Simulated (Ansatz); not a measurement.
`C[SiH](F)[SiH2]N` + HCl → `C[SiH](F)[SiH2]Cl` + NH₃ at 298.15 K and 1 bar (ligand exchange at the Si–N bond).

Calculated with Ansatz (gas phase, PBE0-D4/def2-TZVP geometries, no zero-point term in ΔE). CCSD(T)/CBS is the MP2 limit (def2-TZVPP, def2-QZVPP) plus CCSD(T) − MP2 in def2-TZVPP, frozen cores. This one scheme is used for every species. Each species was taken in one conformer, which may not be the lowest.

```
            species  CCSD(T)/CBS energy (Eh)  H − E (kJ/mol)  S (J/(mol·K))
 `C[SiH](F)[SiH2]N`               -775.61955           267.1          386.4
                HCl               -460.38127            26.6          186.8
`C[SiH](F)[SiH2]Cl`              -1179.51385           201.5          383.7
                NH₃                -56.50880           100.5          192.4
```

H − E and S are ideal-gas, rigid-rotor, harmonic terms from PBE0-D4/def2-TZVP, for one conformer and one mirror image of each species. 1 Eh = 2625.50 kJ/mol, R = 8.31446 J/(mol·K).

**Question.** By hand: ΔE, ΔH, ΔS and ΔG.

**Answer.** ΔE = (-1179.51385) + (-56.50880) − (-775.61955) − (-460.38127) = -0.02183 Eh = -57.3 kJ/mol. Δ(H − E) = 201.5 + 100.5 − 267.1 − 26.6 = 8.3, so ΔH = -49.0 kJ/mol. ΔS = 383.7 + 192.4 − 386.4 − 186.8 = 2.9 J/(mol·K). ΔG = -49.0 − 298.15 × (2.9)/1000 = -49.9 kJ/mol.

**Question.** By hand: the equilibrium constant, and the temperature at which ΔG would vanish if ΔH and ΔS stayed fixed.

**Answer.** log₁₀ K = −ΔG/(RT ln 10) = 8.7. ΔH and −TΔS have one sign here, so there is no such temperature.

The number of gas molecules stays the same, so ΔS is small and ΔH decides. A doubt of 5 kJ/mol in ΔE shifts log₁₀ K by 0.9 here. Other conformers and mirror images would add mixing entropy, several J/(mol·K) or more a flexible species. Modes under 60 cm⁻¹, often nearly free rotors, make the harmonic entropy too high. These are equilibria of isolated gas molecules and say nothing of rates. Largest T1 diagnostic: 0.011 (customary marks: 0.02 for closed shells, 0.045 for open ones).

ΔS is within the doubt of such terms, so its sign, and with it that verdict, could turn.
